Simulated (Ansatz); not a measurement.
CH₄AlNO (`N[C](=O)[AlH2]`). The species carries charge 0 and has multiplicity 1.

```xyz
8

N    -1.363   -0.203    0.471
C    -0.287   -0.551   -0.281
O    -0.305   -1.532   -1.009
Al    1.404    0.542   -0.235
H    -1.347    0.604    1.068
H    -2.200   -0.766    0.431
H     2.611    0.067   -1.132
H     1.488    1.839    0.686
```

(1) What are the harmonic wavenumbers in cm⁻¹ at PBE0-D4/def2-TZVP (Ansatz, finite differences of forces, unscaled)? (Estimate.)

(2) Is this a minimum?

## Answers

(1) Computed: 43i, 156, 286, 346, 382, 502, 594, 637, 696, 774, 1081, 1286, 1613, 1705, 1897, 1966, 3562, 3726.

(2) No: 1 imaginary mode, so it is a saddle point.
